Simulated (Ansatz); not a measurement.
Relaxation of C3H8BNO (14 atoms, charge 0, multiplicity 1), to a largest force component of 0.02 eV/Å in at most 40 steps.

Level of theory: Ansatz, RKS PBE0/STO-3G.

```xyz
14
Properties=species:S:1:pos:R:3
C 0.086 -2.328 0.419
O -0.449 -1.046 -0.061
C 0.607 -0.256 -0.513
B 0.165 1.161 -1.004
C -0.621 2.138 -0.041
N -0.789 1.857 1.210
H 0.581 -2.843 -0.398
H -0.787 -2.877 0.736
H 0.717 -2.131 1.323
H 1.365 -0.067 0.350
H 1.151 -0.744 -1.333
H 0.269 1.474 -2.111
H -1.024 3.126 -0.418
H -1.284 2.508 1.871
```

Q: Where does it end, and by what steps?

A: The forces met the threshold. Limits of this set-up: minimal basis. After 19 steps the energy has fallen by 0.686 eV; H12 moved furthest, 0.86 Å.

```csv
step,energy less start (eV),largest force component (eV/Å),accepted
0,0.0000,3.323,yes
1,-0.3864,1.808,yes
2,-0.5171,1.290,yes
3,-0.5869,0.782,yes
4,-0.6090,0.601,yes
5,-0.6346,0.365,yes
6,-0.6485,0.152,yes
7,-0.6556,0.155,yes
8,-0.6630,0.256,yes
9,-0.6676,0.382,yes
10,-0.6694,0.262,yes
11,-0.6762,0.255,yes
12,-0.6800,0.503,yes
13,-0.6830,0.206,yes
14,-0.6842,0.074,yes
15,-0.6851,0.064,yes
16,-0.6855,0.047,yes
17,-0.6857,0.040,yes
18,-0.6857,0.036,yes
19,-0.6858,0.020,yes
```

```xyz
14
Properties=species:S:1:pos:R:3
C 0.096 -2.283 0.512
O -0.339 -0.903 0.341
C 0.618 -0.262 -0.557
B 0.320 1.259 -0.829
C -0.715 2.116 -0.039
N -1.046 1.768 1.193
H 0.121 -2.844 -0.445
H -0.633 -2.767 1.184
H 1.103 -2.357 0.973
H 1.657 -0.310 -0.146
H 0.685 -0.800 -1.530
H 0.945 1.782 -1.678
H -1.113 3.038 -0.509
H -1.713 2.533 1.560
```

Whether the end is a true minimum wasn't checked by a vibrational analysis.

Time of the run: 27 s on 1 thread of Intel(R) Xeon(R) 6975P-C (Granite Rapids) (shared host), peak memory 0.15 GiB.
